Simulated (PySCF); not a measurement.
## Sc(2+) (scandium, charge +2) across methods

[Ar] 3d1, 2D determinant. Calculation: PySCF 2.14, in dyall-av2z (16s12p7d2f, 101 functions); no relativity, point nucleus. The B2PLYP total includes its PT2 part (frozen core); its orbital energies are those of the SCF part.

```
method  E (hartree)  mean ε 3p α (eV)  mean ε 3p β (eV)  mean ε 3d α (eV)  Σ⟨r²⟩ (bohr²)   ⟨S²⟩
r2SCAN     -759.871           -50.131           -49.138           -18.924          16.27  0.751
  PBE0     -759.723           -51.952           -50.868           -20.389          16.28  0.750
   UHF   -759.08699           -58.952           -56.964           -24.693          16.26  0.751
B2PLYP     -759.694           -54.555           -53.157           -22.053          16.30  0.751
   LDA     -757.950           -49.305           -48.501           -18.639          16.38  0.750
 wB97X     -759.920           -54.373           -53.382           -22.694          16.21  0.750
  PW91     -759.912           -49.308           -48.489           -18.790          16.35  0.750
 TPSSh     -759.930           -50.539           -49.575           -19.467          16.27  0.750
   PBE     -759.674           -49.237           -48.415           -18.703          16.36  0.750
```
